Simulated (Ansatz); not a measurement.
A set of 12 reactions (ligand exchange), with CCSD(T)/CBS values in kJ/mol:

```csv
reaction,ΔE
`F[SiH2]O[SiH](F)F` + `N[SiH3]` → `F[SiH](F)N[SiH3]` + `O[SiH2]F`,50.3
`[CH3][Zr]([OH])([OH])[F]` + NH₃ → `[CH3][Zr]([NH2])([OH])[OH]` + H–F,117.6
`[Cl][Ti]([Cl])([Cl])[SeH]` + H–F → `[F][Ti]([Cl])([Cl])[SeH]` + HCl,-6.8
`N/C(Cl)=N/[SiH3]` + `O[Si](O)(F)O[SiH3]` → `O[Si](F)(O[SiH3])O[SiH3]` + `N=C(N)Cl`,-51.9
`C=C[SiH2][SiH2]C` + CH₃NH₂ → `C=C[SiH2]NC` + `C[SiH3]`,-50.4
`N[SiH2]OCF` + `N=C(N)F` → `N[SiH2]/N=C(/N)F` + `OCF`,38.1
`[OH][Mo]([OH])([OH])(=[S])[Cl]` + H–F → `[OH][Mo]([OH])([OH])([F])=[S]` + HCl,8.5
`C#[C][GeH]([F])[F]` + H–F → `[F][GeH]([F])[F]` + `C#C`,-45.3
`C[Se][BH][GeH3]` + `C[SeH]` → `C[Se][GeH3]` + `B[Se]C`,-52.3
`N[SiH2]C(O)O` + `CCO` → `CCO[SiH2]N` + `OCO`,-129.2
`[OH][Ge]([OH])([F])[SiH3]` + HCl → `[OH][Ge]([OH])([F])[Cl]` + SiH₄,-48.7
`C[NH][Ga]([NH2])[F]` + H–F → `[NH2][Ga]([F])[F]` + CH₃NH₂,-36.1
```

Calculated with Ansatz (gas phase, PBE0-D4/def2-TZVP geometries, no zero-point term in ΔE). CCSD(T)/CBS is the MP2 limit (def2-TZVPP, def2-QZVPP) plus CCSD(T) − MP2 in def2-TZVPP, frozen cores. This one scheme is used for every species. Double bonds are as drawn, so ΔE can hold a change between cis and trans. DFT in def2-TZVPP. B3LYP here is the variant with VWN-RPA as its local correlation; programs differ in this. Elements past krypton have def2 core potentials. For Ga, Ge, Mo, Se, Ti, Zr outer-core shells are correlated without core-valence functions, which leaves a few kJ/mol of doubt a bond. Scalar relativity is left out up to krypton. One conformer a species, not always the lowest.

**Question.** Give the mean, mean absolute and largest difference (level minus CCSD(T)/CBS, kJ/mol) for: r2SCAN-D4, PBE0-D4, B3LYP-D4, ωB97M-V, B2PLYP, B3LYP, MP2/def2-TZVPP, SCS-MP2/def2-TZVPP, CCSD/def2-TZVPP, CCSD(T)/def2-TZVPP, HF/def2-QZVPP, SCS-MP2/def2-QZVPP, HF/CBS(def2), CCSD/CBS(def2). (Estimate.)

**Answer.** Computed: 
| level | mean | mean absolute | largest |
| --- | --- | --- | --- |
| r2SCAN-D4 | -3.9 | 8.4 | -21.4 |
| PBE0-D4 | -0.2 | 6.2 | 12.3 |
| B3LYP-D4 | -3.5 | 5.9 | -16.3 |
| ωB97M-V | -4.9 | 7.5 | -18.5 |
| B2PLYP | -4.4 | 6.8 | -16.3 |
| B3LYP | -6.0 | 9.3 | -24.8 |
| MP2/def2-TZVPP | -0.5 | 5.8 | 15.0 |
| SCS-MP2/def2-TZVPP | -3.5 | 4.9 | -12.9 |
| CCSD/def2-TZVPP | -4.4 | 5.5 | -15.8 |
| CCSD(T)/def2-TZVPP | -2.5 | 3.0 | -8.3 |
| HF/def2-QZVPP | -14.1 | 21.1 | -30.8 |
| SCS-MP2/def2-QZVPP | -2.5 | 5.2 | -10.0 |
| HF/CBS(def2) | -14.2 | 21.2 | -31.0 |
| CCSD/CBS(def2) | -1.9 | 2.8 | -7.5 |

The largest T1 diagnostic in the set is 0.025, for `[OH][Mo]([OH])([OH])([F])=[S]` (customary mark 0.02).

CCSD(T)/CBS is a level of theory with its own doubt, and the functionals carry their triple-zeta basis error, so these figures describe this set and don't rank the functionals.
